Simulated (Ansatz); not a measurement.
SiMe3(NHtBu) (C7H19NSi). The state is a singlet with charge 0. Geometry r2SCAN-D4/def2-SVP, basis def2-TZVP, Ansatz.

Cartesian coordinates in Å:
```
Si -1.1357 0.7315 -0.3926
C -2.8096 0.9498 0.4374
H -3.2891 -0.0200 0.6530
H -3.4973 1.5189 -0.2097
H -2.7157 1.4997 1.3886
C -0.4138 2.4260 -0.7841
H -0.1791 2.9749 0.1428
H -1.1425 3.0253 -1.3572
H 0.5082 2.3717 -1.3850
C -1.3778 -0.1851 -2.0265
H -0.4272 -0.3467 -2.5617
H -2.0369 0.3875 -2.7020
H -1.8401 -1.1732 -1.8651
N -0.1817 -0.1396 0.7889
C 1.1289 -0.7882 0.6746
C 2.0378 0.0459 -0.2325
C 1.7500 -0.8674 2.0756
C 0.9935 -2.2082 0.0955
H -0.7495 -0.5924 1.5035
H 3.0375 -0.4108 -0.3015
H 1.6332 0.1101 -1.2563
H 2.1473 1.0688 0.1607
H 1.8560 0.1418 2.5030
H 2.7409 -1.3496 2.0515
H 1.1069 -1.4571 2.7513
H 0.5607 -2.1743 -0.9171
H 0.3265 -2.8183 0.7275
H 1.9686 -2.7212 0.0375
```

| run | HOMO (eV) | LUMO (eV) |
| --- | --- | --- |
| A | -5.03 | -0.07 |
| B | -9.67 | 3.22 |
| C | -5.29 | 0.55 |
| D | -8.78 | 2.49 |
| E | -5.18 | -0.28 |
| F | -6.36 | 0.71 |

The runs used HF, LDA (SPW92), PBE, PBE0, r2SCAN, ωB97X-V. Estimate which is which.

A PBE (0 % exact exchange); B HF (100 % exact exchange); C r2SCAN (0 % exact exchange); D ωB97X-V (range-separated); E LDA (SPW92) (0 % exact exchange); F PBE0 (25 % exact exchange). Exact exchange lowers occupied and raises empty levels; among semilocal functionals meta-GGAs tend to open the gap a little, and such runs are hard to tell apart. The gap grows from 4.90 eV (LDA (SPW92)) to 12.90 eV (HF).
